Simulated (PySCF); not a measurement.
A single-point calculation

[Ba3]− (doublet). PySCF 2.14.0, UKS r2SCAN, Ba x2c-SVPall; spin-free X2C-1e, Gaussian nucleus; density fitting; no spin-orbit coupling. Purpose: basis and core treatment x2c-SVP.

```python
mol = gto.M(atom='''
Ba     2.55727    -0.00002    -0.00000
Ba    -1.27862     2.21467     0.00000
Ba    -1.27865    -2.21465    -0.00000''',
    basis={'Ba': 'x2c-SVPall'},
    nucmod='G',
    charge=-1, spin=1)
mf = dft.UKS(mol, xc='R2SCAN')
mf.grids.atom_grid = (99, 590)
mf = mf.density_fit()  # fitting sets: Ba AutoAux
mf = mf.sfx2c1e()
mf.conv_tol = 1e-08; mf.max_cycle = 55
mf.kernel(dm0)  # dm0: free metal ions and neutral atoms
mf.nuc_grad_method().kernel()
```

Run from Python with OMP_NUM_THREADS=2; the lines above give its settings. Where DIIS fails, smearing, a level shift and second-order steps follow.
It took 66 s on 2 threads of Arm Neoverse V2, on a shared host.

(1) Where do the frontier levels lie, over both spins?

(2) What are the Mulliken charges and spins?

(3) What forces act on the atoms (eV/Å)?

Open shells may have lower solutions than the one found.

## Answers

(1) HOMO 0.08 eV, LUMO 0.71 eV. The highest filled level lies above zero, as often for anions with such functionals and bases; it isn't the detachment energy.

(2) 
| atom | charge (e) | spin (e) |
| --- | --- | --- |
| Ba1 | -0.334 | 0.333 |
| Ba2 | -0.332 | 0.333 |
| Ba3 | -0.334 | 0.334 |

(3) 
```
Ba   0.06  0.00  0.00
Ba  -0.03  0.05  0.00
Ba  -0.03 -0.05  0.00
```
Forces carry noise of the integration grid, about 0.01 to 0.03 eV/Å.
